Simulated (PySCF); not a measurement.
## Excitation energy of Zn by level of theory

Zn [Ar] 3d10 4s2 (1S) → Zn [Ar] 3d9 4s2 5s1 (3D), as a difference of total energies. Computed with PySCF 2.14 in aug-cc-pVDZ-DK (7s6p4d2f, 59 functions), with the spin-free X2C one-electron Hamiltonian (Gaussian nucleus). Correlated levels: valence: [Ar] frozen. The calculations carry no spin-orbit coupling.

```json
{"method": "UHF", "excitation energy (eV)": "11.988"}
{"method": "LDA", "excitation energy (eV)": "15.110"}
{"method": "PBE", "excitation energy (eV)": "14.569"}
{"method": "PBE0", "excitation energy (eV)": "14.130"}
{"method": "r2SCAN", "excitation energy (eV)": "14.457"}
{"method": "BHandHLYP", "excitation energy (eV)": "13.682"}
{"method": "B2PLYP", "excitation energy (eV)": "14.335"}
{"method": "HSE06", "excitation energy (eV)": "14.126"}
{"method": "TPSSh", "excitation energy (eV)": "14.256"}
{"method": "MP2 (valence)", "excitation energy (eV)": "14.769"}
{"method": "SCS-MP2 (valence)", "excitation energy (eV)": "14.408"}
```

How much does correlation contribute at MP2 (valence)?

14.769 − (11.988) = 2.781 eV, measured against UHF.

A first-order spin-orbit estimate (lowest level to lowest level, LS coupling) adds -0.138 eV.

The upper state lies above the first ionisation limit, where it may autoionise and the basis confines it. A Rydberg-like electron needs more diffuse functions than a valence basis has.

The promoted electron is Rydberg-like, and one or two diffuse shells describe it only roughly, which tends to raise the upper state.
